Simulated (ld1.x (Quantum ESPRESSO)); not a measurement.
## Au (Z = 79): variants of one TM potential

Base potential:

ld1.x (Quantum ESPRESSO) 7.5 input, shortened:

```
&input
   title='Au', zed=79., rel=1, dft='PZ', iswitch=3,
   config='[Xe] 4f14 5d10 6s1 6p0'
 /
 &inputp
   pseudotype=2, tm=.true., lloc=2,
   nlcc=.true., rcore=0.90
 /
3
5S  1  0   2.00   0.00  1.70  1.70  0.0
5P  2  1   6.00   0.00  1.30  1.30  0.0
5D  3  2  10.00   0.00  1.55  1.55  0.0
 &test
   configts(1)='5s2 5p6 5d10 6s1 6p0'
 /
```

Occupied shells without a wave of their own: 6s. They enter only through the test configuration that unscreens the potential, and ld1.x also counts them in the model core charge.

All-electron outer shells of the reference configuration (LDA (PZ), scalar-relativistic, ld1.x):

```csv
shell,level (eV),outermost node (bohr),outermost maximum (bohr)
4d,-325.88,0.20,0.41
5s,-108.78,0.48,0.84
4f,-81.59,–,0.37
5p,-60.06,0.52,0.96
5d,-7.12,0.56,1.21
6s,-6.09,1.11,2.32
6p,-0.89,1.32,3.51
```

Cutoffs, loose and tight: the cutoffs (Ry, on a coarse ladder) from which the occupation-weighted sum of valence levels, in a spherical-Bessel basis at the reference potential, stays within 10 and 1 mRy of its value at 400 Ry. They do not see the model core or the augmentation charge, which bear on the density cutoff. Test errors are all-electron minus pseudo excitation energies from the reference, over the configurations 5s2 5p6 5d10 6s0 6p0; 5s2 5p6 5d9 6s0 6p0; 5s2 5p6 5d8 6s0 6p0; 5s2 5p6 5d10 6s0 6p1; 5s2 5p6 5d9 6s2 6p0; 5s2 5p6 5d9 6s1 6p0; 5s2 5p5 5d10 6s1 6p0 (two spin-polarised tests are not counted in the largest error). A dash means not determined; rows that change the core or the reference have their own tests.

With those shells counted twice in exchange and correlation these files are broken, and their errors move erratically; no question is asked of them.

A true bound ghost makes a file unfit for plane-wave use even where its test errors are small: the radial tests pick states by their node count and pass the ghost by.

| change | outcome | cutoff, loose | cutoff, tight | bound ghosts | largest test error (meV) |
| --- | --- | --- | --- | --- | --- |
| base | generated | 110 Ry | 140 Ry | none | -433 |
| reference 5s2 5p6 5d9 6s0 6p0 | generated | 110 Ry | 140 Ry | none | -112 |
| functional PBEsol | generated | 110 Ry | 140 Ry | none | -413 |
| wave 5d (bound): rc 1.55 bohr becomes 5d (bound): rc 1.60 bohr | generated | 110 Ry | 140 Ry | none | -502 |
| core correction a·sin(br)/r model core inside 1.36 bohr | generated | 110 Ry | 140 Ry | none | -431 |
| all radii but the core radius scaled by about 0.77 (s 1.32, p 1.00, d 1.20 bohr) | generated, misses its reference levels by 0.69 eV | 160 Ry | 230 Ry | p | +1153 |
| core [Xe] 4f14, valence charge 11; reference 5d10 6s0.75 6p0.25; waves now 6p (bound): rc 2.90 bohr; 5d (bound): rc 2.20 bohr; 6s (bound): rc 2.35 bohr; local potential the s channel; core correction none | generated | 40 Ry | 60 Ry | none | -595 |
| wave 5p (bound): rc 1.30 bohr becomes 5p (bound): rc 1.72 bohr | generated | 50 Ry | 80 Ry | none | -429 |
| type PAW; waves now 5s (bound): rcut 1.50, rcutus 1.70 bohr; 6s (bound): rcut 1.50, rcutus 1.70 bohr; 5p (bound): rc 1.30 bohr; 6p (bound): rc 1.30 bohr; 5d (bound): rcut 1.35, rcutus 1.55 bohr; 5d channel at 0.5 Ry: rcut 1.35, rcutus 1.55 bohr; local potential all-electron potential smoothed inside 1.30 bohr (lloc = -2); augmentation PSQ, inside the norm-conserving radii | failed: invmat: error in DGETRF | – | – | – | – |
| wave 5s (bound): rc 1.70 bohr becomes 5s (bound): rc 2.08 bohr | generated, misses its reference levels by 1.48 eV | 110 Ry | 140 Ry | none | -3703 |
